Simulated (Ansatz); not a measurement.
Basis-set extrapolation for BH$_{3}$O$_{2}$SSi (PBE0-D4/def2-TZVP geometry, frozen core, Ansatz 0.2.0). Multiplicity 1, RHF reference.

```
                      def2-TZVPP   def2-QZVPP
                 HF  -862.914948  -862.943882
    MP2 correlation    -0.846360    -0.915001
CCSD(T) correlation    -0.914104      not run
```

Energies in hartree. Use E(X) = E(∞) + A·exp(−7.88·√X) for Hartree–Fock and E(X) = E(∞) + B·X^(−2.97) for correlation, with X = 3 and 4, and add CCSD(T) minus MP2 of the smaller set to the MP2 limit.

Question: What is the CCSD(T) energy at the basis-set limit?

Answer: HF limit: -862.943882 + (-0.028934) × 0.13774 = -862.94787. MP2 limit: -0.915001 + (-0.068641) × 0.74074 = -0.96585. Higher-order term: -0.914104 − (-0.846360) = -0.06774. Total: -863.98146 hartree, 400.1 kJ/mol below CCSD(T)/def2-TZVPP.
